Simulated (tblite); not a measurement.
Compound: C8H11P2 (charge -1).
Bonds: C1–C2 (double), C2–C3, C3–P4 (aromatic), P4–C5 (aromatic), C5–P6 (aromatic), P6–C7 (aromatic), C7–C8, C8–C9, C8–C10, C3–C7 (aromatic). Hydrogens: H11, H12 on C1; H13 on C2; H14 on C5; H15 on C8; H16, H17, H18 on C9; H19, H20, H21 on C10.
Bond orders are those of one Lewis drawing.

Computed with GFN2-xTB (tblite), gas phase: L-BFGS steps from a force-field or distance-geometry start until the largest atomic force falls under 0.01 eV/Å.

Step 38: E = -760.4036 eV
```
atom  x, y, z in Å  |  force x, y, z in eV/Å
C1      3.0345   -1.4395    0.3406    0.006  -0.007   0.000
C2      1.7659   -1.0356    0.2726   -0.041  -0.012  -0.001
C3      1.2843    0.2398   -0.1933   -0.014   0.025  -0.008
P4      2.4124    1.5110   -0.6960    0.035  -0.061   0.025
C5      1.1701    2.6458   -1.0372   -0.021   0.064  -0.028
P6     -0.4793    2.1766   -0.8019    0.014   0.064  -0.047
C7     -0.0737    0.5603   -0.2674   -0.007   0.010  -0.005
C8     -1.1751   -0.3945    0.1361    0.008  -0.046   0.014
C9     -1.4210   -0.2890    1.6424    0.011   0.010   0.046
C10    -2.4661   -0.1542   -0.6427    0.031  -0.006   0.012
H11     3.2856   -2.4201    0.7166    0.069  -0.020   0.001
H12     3.8502   -0.8098    0.0284   -0.015   0.046  -0.007
H13     1.0089   -1.7358    0.6111   -0.041  -0.030   0.010
H14     1.4171    3.6383   -1.4026   -0.044  -0.066   0.038
H15    -0.8638   -1.4231   -0.0837    0.067  -0.043  -0.039
H16    -2.2141   -0.9646    1.9676   -0.019  -0.015  -0.022
H17    -0.5088   -0.5336    2.1814    0.028  -0.023   0.049
H18    -1.6971    0.7300    1.9034   -0.041   0.051  -0.038
H19    -3.1763   -0.9643   -0.4618   -0.024   0.042   0.010
H20    -2.2416   -0.1107   -1.7063   -0.043  -0.004  -0.023
H21    -2.9212    0.7902   -0.3533    0.041   0.022   0.012
```

Step 39: E = -760.4050 eV
```
atom  x, y, z in Å  |  force x, y, z in eV/Å
C1      3.0319   -1.4394    0.3424    0.016  -0.005  -0.007
C2      1.7643   -1.0328    0.2719   -0.043  -0.013   0.007
C3      1.2835    0.2428   -0.1947   -0.004   0.028  -0.007
P4      2.4124    1.5176   -0.6923    0.024  -0.127   0.045
C5      1.1691    2.6490   -1.0332   -0.057   0.132  -0.051
P6     -0.4814    2.1774   -0.8034    0.029   0.065  -0.047
C7     -0.0758    0.5604   -0.2703    0.031   0.014   0.003
C8     -1.1746   -0.3977    0.1346    0.021  -0.026  -0.012
C9     -1.4184   -0.2926    1.6423    0.033   0.017   0.020
C10    -2.4659   -0.1565   -0.6424   -0.026   0.012  -0.025
H11     3.2826   -2.4201    0.7192    0.057  -0.009  -0.001
H12     3.8489   -0.8114    0.0298   -0.013   0.048  -0.007
H13     1.0057   -1.7311    0.6113   -0.035  -0.033   0.008
H14     1.4160    3.6443   -1.3961   -0.060  -0.107   0.052
H15    -0.8600   -1.4250   -0.0904    0.041  -0.025  -0.014
H16    -2.2188   -0.9626    1.9649    0.015   0.030  -0.017
H17    -0.5058   -0.5475    2.1778   -0.009  -0.022   0.046
H18    -1.6800    0.7318    1.9040   -0.052  -0.014  -0.042
H19    -3.1897   -0.9514   -0.4370    0.021   0.083  -0.008
H20    -2.2483   -0.1420   -1.7109   -0.055  -0.003   0.059
H21    -2.9048    0.8039   -0.3731    0.066  -0.045  -0.002
```

Step 40: E = -760.4062 eV
```
atom  x, y, z in Å  |  force x, y, z in eV/Å
C1      3.0328   -1.4351    0.3414    0.019   0.002  -0.016
C2      1.7631   -1.0350    0.2718   -0.052  -0.005   0.016
C3      1.2815    0.2415   -0.1948    0.012   0.007   0.005
P4      2.4169    1.5140   -0.6884   -0.005  -0.170   0.057
C5      1.1771    2.6467   -1.0326   -0.079   0.155  -0.059
P6     -0.4758    2.1796   -0.8076    0.020   0.037  -0.033
C7     -0.0780    0.5602   -0.2715    0.064   0.019   0.016
C8     -1.1763   -0.4003    0.1358    0.038   0.014  -0.053
C9     -1.4229   -0.2940    1.6450    0.056  -0.005  -0.077
C10    -2.4691   -0.1577   -0.6406    0.072  -0.014   0.047
H11     3.2962   -2.4137    0.7154    0.031  -0.006   0.002
H12     3.8423   -0.7988    0.0267    0.003   0.047  -0.008
H13     1.0061   -1.7349    0.6123   -0.025  -0.029   0.002
H14     1.4290    3.6413   -1.3946   -0.075  -0.112   0.053
H15    -0.8556   -1.4261   -0.0946   -0.002   0.012   0.022
H16    -2.2231   -0.9676    1.9630    0.033   0.067  -0.003
H17    -0.5100   -0.5465    2.1804   -0.009  -0.030   0.058
H18    -1.6836    0.7321    1.9013   -0.069  -0.038  -0.029
H19    -3.1956   -0.9415   -0.4315   -0.070  -0.066   0.042
H20    -2.2615   -0.1478   -1.7059    0.022  -0.010  -0.101
H21    -2.9027    0.8006   -0.3768    0.017   0.126   0.061
```

Step 41: E = -760.4078 eV
```
atom  x, y, z in Å  |  force x, y, z in eV/Å
C1      3.0326   -1.4354    0.3417    0.006   0.004  -0.014
C2      1.7626   -1.0347    0.2721   -0.031  -0.011   0.015
C3      1.2815    0.2421   -0.1948    0.003  -0.006   0.011
P4      2.4161    1.5140   -0.6871   -0.014  -0.107   0.036
C5      1.1756    2.6490   -1.0321   -0.043   0.068  -0.030
P6     -0.4762    2.1808   -0.8083    0.008   0.016  -0.024
C7     -0.0776    0.5611   -0.2719    0.040   0.017   0.008
C8     -1.1756   -0.4001    0.1344    0.034   0.016  -0.041
C9     -1.4210   -0.2945    1.6439    0.048  -0.001  -0.057
C10    -2.4688   -0.1579   -0.6409    0.025   0.001   0.013
H11     3.2947   -2.4145    0.7167    0.030   0.008  -0.004
H12     3.8432   -0.7997    0.0271   -0.013   0.037  -0.003
H13     1.0052   -1.7345    0.6126   -0.017  -0.022  -0.001
H14     1.4261    3.6425   -1.3926   -0.054  -0.064   0.034
H15    -0.8555   -1.4261   -0.0956    0.003   0.012   0.016
H16    -2.2232   -0.9656    1.9623    0.034   0.061  -0.008
H17    -0.5088   -0.5511    2.1796   -0.018  -0.020   0.048
H18    -1.6800    0.7319    1.9022   -0.058  -0.045  -0.034
H19    -3.1987   -0.9400   -0.4249   -0.026  -0.010   0.024
H20    -2.2622   -0.1559   -1.7087    0.001  -0.006  -0.027
H21    -2.8990    0.8057   -0.3814    0.042   0.054   0.037
```

Question: Estimate the geometry and energy of step 42. (The exact step hangs on the optimiser's Hessian estimate; all steps are aligned on step 41, rigid shifts and turns removed.)

Answer: E = -760.4095 eV, largest force 0.082 eV/Å
```
atom  x, y, z in Å  |  force x, y, z in eV/Å
C1      3.0324   -1.4344    0.3416   -0.014   0.006  -0.010
C2      1.7612   -1.0355    0.2729    0.004  -0.020   0.015
C3      1.2809    0.2420   -0.1946   -0.010  -0.031   0.025
P4      2.4157    1.5116   -0.6837   -0.028   0.000   0.000
C5      1.1758    2.6514   -1.0314    0.013  -0.078   0.020
P6     -0.4749    2.1832   -0.8111   -0.015  -0.027  -0.004
C7     -0.0773    0.5628   -0.2728    0.001   0.011  -0.006
C8     -1.1744   -0.4005    0.1322    0.025   0.022  -0.025
C9     -1.4190   -0.2959    1.6421    0.032   0.002  -0.038
C10    -2.4691   -0.1586   -0.6404   -0.016   0.019  -0.012
H11     3.2978   -2.4133    0.7170    0.020   0.030  -0.014
H12     3.8418   -0.7960    0.0266   -0.032   0.020   0.004
H13     1.0034   -1.7356    0.6132    0.000  -0.014  -0.005
H14     1.4255    3.6426   -1.3890   -0.019   0.020   0.000
H15    -0.8534   -1.4263   -0.0980   -0.002   0.018   0.012
H16    -2.2242   -0.9635    1.9605    0.033   0.050  -0.015
H17    -0.5092   -0.5570    2.1804   -0.023  -0.007   0.030
H18    -1.6771    0.7308    1.9016   -0.042  -0.048  -0.037
H19    -3.2052   -0.9344   -0.4137    0.018   0.031   0.014
H20    -2.2675   -0.1688   -1.7109   -0.007  -0.001   0.028
H21    -2.8920    0.8123   -0.3881    0.061  -0.004   0.019
```

The energy changes by -0.0017 eV. The first-order estimate −F·Δx gives -0.0026 eV and the mean of the old and new forces, exact on a quadratic surface, -0.0017 eV. The step makes an angle of 68° with the force vector and moves no atom by more than 0.014 Å.

What follows is the cost of the whole relaxation. Hardware: one thread of an Arm Neoverse N1, shared host. Cost: 1.1 s.
